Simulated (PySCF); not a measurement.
# B (boron, neutral) across methods

[He] 2s1 2p1 3s1, high-spin 4P determinant (an excited configuration). All numbers are calculated (PySCF 2.14, no relativity, point nucleus, in aug-cc-pwCVDZ (5s4p2d, 27 functions)).

| method | E (hartree) | mean ε 2s α (eV) | mean ε 2p α (eV) | mean ε 3s α (eV) | Σ⟨r²⟩ (bohr²) | ⟨S²⟩ |
| --- | --- | --- | --- | --- | --- | --- |
| LDA | -24.0099 | -15.209 | -9.333 | -1.824 | 42.47 | 3.750 |
| PBE0 | -24.2777 | -16.959 | -10.970 | -2.223 | 42.78 | 3.750 |
| BHandHLYP | -24.3010 | -18.325 | -12.254 | -2.339 | 42.71 | 3.750 |
| PBEsol | -24.1366 | -15.210 | -9.327 | -1.814 | 42.81 | 3.750 |
| PBE | -24.2690 | -15.294 | -9.480 | -1.843 | 42.69 | 3.750 |
| r2SCAN | -24.2990 | -15.750 | -9.883 | -1.799 | 42.86 | 3.750 |
| UHF | -24.23135 | -21.583 | -15.186 | -3.069 | 42.98 | 3.750 |
| HSE06 | -24.2813 | -16.522 | -10.579 | -1.900 | 42.75 | 3.750 |

The outer electron is Rydberg-like, and this basis confines it to a smaller radius and binds it less than a complete one would.
